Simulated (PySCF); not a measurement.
C3H9In, SMILES C[CH2][InH][CH3].

Coordinates come from a r2SCAN-D4/def2-SVP optimisation. The structure was generated by enumeration; whether it is a known compound was not checked. The def2 effective core potentials stand for the cores of In; spin–orbit coupling is left out. One conformer was computed; it need not be the lowest.

The numbers are results of PySCF 2.14.0 with TDDFT-PBE/def2-SVPD, not measurements.

Vertical excitations. 

| state | energy (eV) | λ (nm) | f | main pairs |
|---|---|---|---|---|
| S1 | 3.86 | 321 | 0.000 | HOMO→LUMO 100 % |
| S2 | 4.43 | 280 | 0.001 | HOMO−1→LUMO 100 % |
| S3 | 5.30 | 234 | 0.064 | HOMO→LUMO+1 88 % |
| S4 | 5.84 | 212 | 0.012 | HOMO−1→LUMO+1 74 %, HOMO→LUMO+2 18 % |
| S5 | 6.01 | 206 | 0.024 | HOMO→LUMO+2 78 %, HOMO−1→LUMO+1 14 % |
| S6 | 6.15 | 202 | 0.005 | HOMO−2→LUMO 85 %, HOMO→LUMO+3 14 % |
| S7 | 6.39 | 194 | 0.078 | HOMO→LUMO+3 54 %, HOMO−1→LUMO+2 22 %, HOMO−2→LUMO 11 % |
| S8 | 6.59 | 188 | 0.222 | HOMO−1→LUMO+2 71 %, HOMO→LUMO+3 14 % |
| S9 | 6.76 | 183 | 0.095 | HOMO→LUMO+4 86 % |
| S10 | 6.81 | 182 | 0.002 | HOMO−3→LUMO 95 % |
| T1 | 3.63 | 341 | 0 | HOMO→LUMO 100 % |
| T2 | 4.12 | 301 | 0 | HOMO−1→LUMO 100 % |
| T3 | 4.78 | 260 | 0 | HOMO→LUMO+1 96 % |
| T4 | 5.25 | 236 | 0 | HOMO−1→LUMO+1 94 % |
Triplets are in the Tamm–Dancoff approximation, which puts them higher than full response would, so one can lie above its singlet here.
